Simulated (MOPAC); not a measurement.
Job for MOPAC: PM6 on SeF, 2S+1 = 2, a spin state set in the input, which need not be the lowest, a point of a bond scan (R = 1.659 Å).

```
PM6 1SCF PRECISE CHARGE=0 UHF MS=0.5 THREADS=1
FSe

F      0.00000000 1     0.00000000 1     0.00000000 1
Se     0.00000000 1     0.00000000 1     1.65937500 1
```

Program output:

```
*******************************************************************************
 **                                                                           **
 **                              MOPAC v23.2.5                                **
 **                                                                           **
 *******************************************************************************
 ** MOPAC's Digital Object Identifier: https://doi.org/10.5281/zenodo.6511958 **
 **                                                                           **
 ** Please cite the open-source release paper for use of this MOPAC version:  **
 ** J. E. Moussa and J. J. P. Stewart (2026)                                  **
 ** MOPAC: An open-source semiempirical molecular orbital program             **
 ** J. Open Source Softw., 11(119), 8025, https://doi.org/10.21105/joss.08025 **
 *******************************************************************************

                              PM6 CALCULATION RESULTS

 *******************************************************************************
 *  PM6        - The PM6 Hamiltonian to be used
 *  UHF        - UNRESTRICTED HARTREE-FOCK CALCULATION
 *
 *
 *
 *                 CHARGE ON SYSTEM = 0
 *
 *
 *
 *  MS=        - IN MECI, MAGNETIC COMPONENT OF SPIN =  0.5
 *  PRECISE    - TIGHTER CRITERIA TO BE USED
 *  1SCF       - DO 1 SCF AND THEN STOP
 *  THREADS=1  - MULTI-THREADING NOT USED
 *  T=         - A TIME OF 172800.0 SECONDS REQUESTED
 *  DUMP=N     - RESTART FILE WRITTEN EVERY 7200.0 SECONDS REQUESTED
 *******************************************************************************
PM6 1SCF PRECISE CHARGE=0 UHF MS=0.5 THREADS=1
 FSe

   ATOM   CHEMICAL          X               Y               Z
  NUMBER   SYMBOL      (ANGSTROMS)     (ANGSTROMS)     (ANGSTROMS)

     1       F          0.00000000  *   0.00000000  *   0.00000000  *
     2      Se          0.00000000  *   0.00000000  *   1.65937500  *



          CARTESIAN COORDINATES

    NO.       ATOM           X           Y           Z

     1         F          0.0000      0.0000      0.0000
     2        Se          0.0000      0.0000      1.6594

 General Reference for PM6:
 "Optimization of Parameters for Semiempirical Methods V: Modification of NDDO Approximations
 and Application to 70 Elements", J. J. P. Stewart, J. Mol. Mod., 13, 1173-1213 (2007)
 URL: https://link.springer.com/article/10.1007/s00894-007-0233-4

           Empirical Formula: F Se  =     2 atoms



      MOLECULAR POINT GROUP   :   C*v


          UHF CALCULATION, NO. OF ALPHA ELECTRONS =    7
                           NO. OF BETA  ELECTRONS =    6

 -------------------------------------------------------------------------------
 PM6 1SCF PRECISE CHARGE=0 UHF MS=0.5 THREADS=1
 FSe



     1SCF WAS SPECIFIED, SO BFGS WAS NOT USED
     SCF FIELD WAS ACHIEVED


                              PM6 CALCULATION
                                                       MOPAC v23.2.5 Linux




          FINAL HEAT OF FORMATION =        -12.61023 KCAL/MOL =     -52.76122 KJ/MOL


          COSMO AREA              =         71.34 SQUARE ANGSTROMS
          COSMO VOLUME            =         54.80 CUBIC ANGSTROMS

          IONIZATION POTENTIAL    =          8.623890 EV
          ALPHA SOMO LUMO (EV)    =         -9.255 -0.912
          BETA  SOMO LUMO (EV)    =         -8.624 -2.595
          NO. OF ALPHA ELECTRONS  =          7
          NO. OF BETA  ELECTRONS  =          6
          MOLECULAR WEIGHT        =         97.9584         POINT GROUP:  C*v

          MOLECULAR DIMENSIONS (Angstroms)

            Atom       Atom       Distance
           Se     2    F     1     1.65938
           Se     2    F     1     0.00000
            F     1   Se     2     0.00000


          SCF CALCULATIONS        =          1





   ATOM   CHEMICAL          X               Y               Z
  NUMBER   SYMBOL      (ANGSTROMS)     (ANGSTROMS)     (ANGSTROMS)

     1       F          0.00000000  *   0.00000000  *   0.00000000  *
     2      Se          0.00000000  *   0.00000000  *   1.65937500  *

                             CARTESIAN COORDINATES

   1    F        0.000000000     0.000000000     0.000000000
   2   Se        0.000000000     0.000000000     1.659375000


           Empirical Formula: F Se  =     2 atoms



      MOLECULAR POINT GROUP   :   C*v


          ALPHA EIGENVALUES
 -41.35358 -23.17095 -16.78968 -16.75057 -14.68391 -10.42910  -9.25488  -0.91240


           BETA EIGENVALUES
 -41.33389 -20.49817 -16.74805 -16.41174 -14.16285  -8.62389  -2.59463  -0.48842


              NET ATOMIC CHARGES AND DIPOLE CONTRIBUTIONS

  ATOM NO.   TYPE          CHARGE      No. of ELECS.   s-Pop       p-Pop
    1          F          -0.240333        7.2403     1.97104     5.26929
    2         Se           0.240333        5.7597     1.98581     3.77385
 DIPOLE           X         Y         Z       TOTAL
 POINT-CHG.     0.000     0.000     1.916     1.916
 HYBRID        -0.000    -0.000    -0.572     0.572
 SUM           -0.000    -0.000     1.343     1.343


          ATOMIC ORBITAL ELECTRON POPULATIONS

     Atom    s        px        py        pz
    1  F   1.97104   2.00000   1.96153   1.30776
    2 Se   1.98581   2.00000   1.03847   0.73538


                    (SZ)    =    0.500000
                    (S**2)  =    0.752189


          ATOMIC ORBITAL SPIN POPULATIONS

    Atom   Total    s     px     py     pz
         Atomic
    1  F -0.0052  0.001  0.000  0.038 -0.044
    2 Se  1.0052  0.001  0.000  0.962  0.042

 **********************
 *                    *
 * JOB ENDED NORMALLY *
 *                    *
 **********************




 == MOPAC DONE ==
```

The run finished.

Cost: about 0.020 core-seconds (a rough figure).
